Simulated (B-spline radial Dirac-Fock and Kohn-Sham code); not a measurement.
The computed values come from a B-spline atomic structure program: ΔSCF Dirac-Fock with Breit, self-energy and vacuum polarisation, finite nucleus, configuration average. The model has no electron correlation.

**Question.** Identify the element and charge state from the binding energies below (tabulated ground configuration; the least bound level is included).

```
level  binding energy (eV)
    K              58936.2
   L1              12612.6
   L2              12159.9
   L3              11296.4
   M1               4871.1
   M2               4686.3
   M3               4469.2
```

**Answer.** Ho⁴⁹⁺: Z = 67 with 18 electrons, [Ne] 3s2 3p6. The hydrogen-like estimate √(E/Ry) = 65.8 for the K level lies 1.2 below Z (screening lowers it, relativity raises it); the outermost level, at 4469.2 eV, fixes the charge.

**Question.** Identify the element and charge state from the binding energies below (tabulated ground configuration; the least bound level is included).

| level | binding energy (eV) |
| --- | --- |
| K | 22784.4 |
| L1 | 4682.7 |
| L2 | 4445.5 |
| L3 | 4324.4 |
| M1 | 1831.3 |

**Answer.** Tc³¹⁺: Z = 43 with 12 electrons, [Ne] 3s2. The hydrogen-like estimate √(E/Ry) = 40.9 for the K level lies 2.1 below Z (screening lowers it, relativity raises it); the outermost level, at 1831.3 eV, fixes the charge.
